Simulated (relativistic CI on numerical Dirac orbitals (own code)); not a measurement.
# d1 to d9 in one octahedral field

Computed with a parametric ligand-field model without spin-orbit coupling, by exact diagonalisation: B = 540, C = 2610, 10Dq = 19000 cm⁻¹ (Oh; |10Dq|/B = 35.2) for every shell. Energies in cm⁻¹; the field energy is (0.6 n_e − 0.4 n_t2) × 10Dq of the ground term; g labels are left out. So small a B with so large a field is typical of 4d and 5d ions, where spin-orbit coupling, left out here, reaches 1,000 to 4,000 cm⁻¹.

| Shell | Ground term | Electrons in e | Field energy | First spin-allowed bands | Lowest term of other spin |
| --- | --- | --- | --- | --- | --- |
| d1 | 2T2 | 0.000 | -7600 | 2E 19000 |  |
| d2 | 3T1 | 0.017 | -14868 | 3T2 17812, 3T1 24724 | 1T2 8704 |
| d3 | 4A2 | 0.000 | -22800 | 4T2 19000, 4T1 24773 | 2E 11962 |
| d4 | 3T1 | 0.030 | -29827 | 3E 16701, 3T1 17385 | 5E 3519 |
| d5 | ? | ? | ? | ? | ? |
| d6 | 1A1 | 0.042 | -44794 | 1T1 17278, 1T2 24460 | 3T1 11733 |
| d7 | 2E | 1.030 | -33626 | 2T1 17140, 2T2 17752 | 4T1 6787 |
| d8 | 3A2 | 2.000 | -22800 | 3T2 19000, 3T1 24773 | 1E 9449 |
| d9 | 2E | 3.000 | -11400 | 2T2 19000 |  |

Fill in the row of d5.

Ground term: 2T2; Electrons in e: 0.054; Field energy: -36982; First spin-allowed bands: 2A2 16048, 2T1 16224; Lowest term of other spin: 6A1 5391. Low spin: d4, d5, d6, d7; the other shells keep the spin of the free ion. Only d4 to d7 can choose; the field needed to pair spins is smallest for d6 and largest for d5, which loses most exchange energy. In the strong-field picture 10Dq must exceed about 6B + 5C = 16290 (d4), 7.5B + 5C = 17100 (d5), 2.5B + 4C = 11790 (d6) and 4B + 4C = 12600 (d7); mixing of terms shifts these bounds somewhat.
